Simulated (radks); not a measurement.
Radial electron density D(r) = 4 pi r^2 rho(r) of an atom or ion with 5 electrons. Calculated with a radial shooting solver on a logarithmic mesh with Libxc functionals: scalar-relativistic Kohn-Sham, r2SCAN, spin-polarised, spherical densities, finite nucleus; meta-GGA in the generalised Kohn-Sham scheme; Fermi nuclear charge, rms radius of each element as measured or else 0.836 A^(1/3) + 0.57 fm.

r (bohr)  D(r) (e/bohr)  spin D(r)
0.02186          0.9327   0.000151
0.02426           1.110   0.000188
0.02691           1.317   0.000237
0.02963           1.536   0.000296
0.03287           1.807   0.000378
0.03648           2.115   0.000488
0.04015           2.434   0.000623
0.04455           2.818   0.000819
0.04943           3.241    0.00109
0.05441           3.663    0.00143
0.06038           4.150    0.00193
0.067             4.661    0.00262
0.07375           5.142    0.00351
0.08183           5.659    0.00483
0.0908            6.155    0.00666
0.09995           6.572    0.00899
0.1109            6.958     0.0124
0.1231            7.248     0.0171
0.1355            7.409     0.0230
0.1503            7.447     0.0315
0.1668            7.326     0.0429
0.1836            7.067     0.0566
0.2037            6.632     0.0759
0.226             6.055      0.101
0.2488            5.426      0.129
0.2761            4.683      0.167
0.3063            3.931      0.214
0.3372            3.281      0.264
0.3741            2.676      0.329
0.4151            2.221      0.403
0.457             1.957      0.478
0.5071            1.845      0.564
0.5626            1.892      0.649
0.6193            2.040      0.723
0.6872            2.260      0.792
0.7625            2.480      0.839
0.8394            2.628      0.856
0.9314            2.687      0.843
1.033             2.615      0.796
1.138             2.430      0.724
1.262             2.121      0.624
1.401             1.740      0.508
1.542             1.366      0.400
1.711            0.9807      0.290
1.898            0.6517      0.196
2.089            0.4148      0.127
2.318            0.2330     0.0739
2.572            0.1186     0.0392
2.832           0.05785     0.0200
3.142           0.02381    0.00879
3.486          0.008664    0.00345
3.838          0.003028    0.00130
4.258         0.0008441   0.000398

What is the nuclear charge?

Answer. Z = 7. The innermost maximum, from 1s, lies near gamma/Z bohr with gamma = sqrt(1 - (Z/c)^2) = 0.999, here 0.143 bohr (found: 0.147), and its height grows with Z. The density is that of the nitrogen ion N2+ in [He] 2s2 2p1; the configuration itself is not fixed sharply by these data. D(r) has 2 maxima, at r = 0.147, 0.931 bohr, and minima at 0.515 bohr, inside which lie 2.12 electrons.
